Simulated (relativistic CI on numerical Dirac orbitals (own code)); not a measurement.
## Ti⁺ in a cubic cluster: L2,3 absorption with charge transfer

Computed with a charge-transfer multiplet model of a cubic metal-ligand cluster with up to one ligand hole, Slater and spin-orbit integrals from Dirac-Coulomb-Breit ions, Slater integrals scaled by 0.8. The ground state mixes d3 with configurations of k ligand holes L, whose averages lie at kΔ + k(k − 1)U_dd/2; a core hole lowers each added d electron by U_cd. 20 K, Lorentzian 0.4 eV and Gaussian 0.3 eV FWHM.

Atomic integrals in eV (Slater integrals scaled, ζ unscaled), ground: F2dd 5.409, F4dd 3.320, zeta_d 0.009; with the core hole: F2dd 6.267, F4dd 3.860, zeta_d 0.017, zeta_core 3.750, F2cd 3.325, G1cd 2.308, G3cd 1.307.

Cluster parameters (eV): Δ = 6.8, U_dd = 5.6, 10Dq = 0.55, 10Dq(ligand) = 1.2, V(eg) = 1.85, V(t2g) = -0.87, final-state hopping factor = 1.

| Case | n_d | d3 | d4L | S |
| --- | --- | --- | --- | --- |
| U_cd = 5.1 eV | 3.19 | 0.81 | 0.19 | 1.50 |
| U_cd = 5.7 eV | 3.19 | 0.81 | 0.19 | 1.50 |
| U_cd = 6.3 eV | 3.19 | 0.81 | 0.19 | 1.50 |

Weights, n_d and S are thermal averages at 20 K. Photon energies count from the first peak over 30 % of the highest in each spectrum, which can be another peak from case to case. The parameters are a model scan and need not match a compound or its usual spin state. Peaks in eV (height, largest 100):
- U_cd = 5.1 eV: 0.0 (100), 0.5 (90), 5.0 (58), 6.3 (58)
- U_cd = 5.7 eV: 0.0 (100), 0.5 (90), 5.0 (58), 6.3 (56)
- U_cd = 6.3 eV: 0.0 (100), 0.5 (89), 5.0 (60), 6.2 (56)

Curve for U_cd = 5.1 eV (points under 2 left out, the grid thinned):

| E (eV) | Intensity |
| --- | --- |
| -2.8 | 2.2 |
| -2.5 | 3.2 |
| -2.3 | 3.8 |
| -2.0 | 5.1 |
| -1.7 | 8.7 |
| -1.4 | 13.9 |
| -1.2 | 20.3 |
| -0.9 | 43.4 |
| -0.6 | 59.2 |
| -0.4 | 67.4 |
| -0.1 | 97.4 |
| 0.2 | 94.0 |
| 0.4 | 89.8 |
| 0.7 | 85.9 |
| 1.0 | 54.0 |
| 1.3 | 32.9 |
| 1.5 | 28.4 |
| 1.8 | 21.2 |
| 2.1 | 15.9 |
| 2.3 | 15.3 |
| 2.6 | 13.1 |
| 2.9 | 9.1 |
| 3.2 | 7.6 |
| 3.4 | 8.1 |
| 3.7 | 12.3 |
| 4.0 | 24.2 |
| 4.2 | 29.3 |
| 4.5 | 40.4 |
| 4.8 | 52.8 |
| 5.0 | 58.4 |
| 5.3 | 45.8 |
| 5.6 | 40.5 |
| 5.9 | 46.3 |
| 6.1 | 53.3 |
| 6.4 | 53.2 |
| 6.7 | 32.2 |
| 6.9 | 21.4 |
| 7.2 | 12.0 |
| 7.5 | 7.7 |
| 7.7 | 6.5 |
| 8.0 | 4.5 |
| 8.3 | 3.6 |
| 8.6 | 3.0 |
| 8.8 | 2.6 |
| 9.1 | 2.1 |

For the case U_cd = 6.3 eV, Δ = 6.8 eV is larger than U_dd = 5.6 eV, the Mott-Hubbard side of the Zaanen-Sawatzky-Allen scheme. With the core hole the configuration with one ligand hole lies at Δ + U_dd − U_cd = 7.3, 6.7, 6.1 eV from the one without, in the order of the table; where this is negative the screened configuration lies lower.

With at most 1 ligand hole the space is cut while the next configuration still counts, so covalency is underestimated, and a final configuration with one more ligand hole, which can lie low, is missing from the spectra.
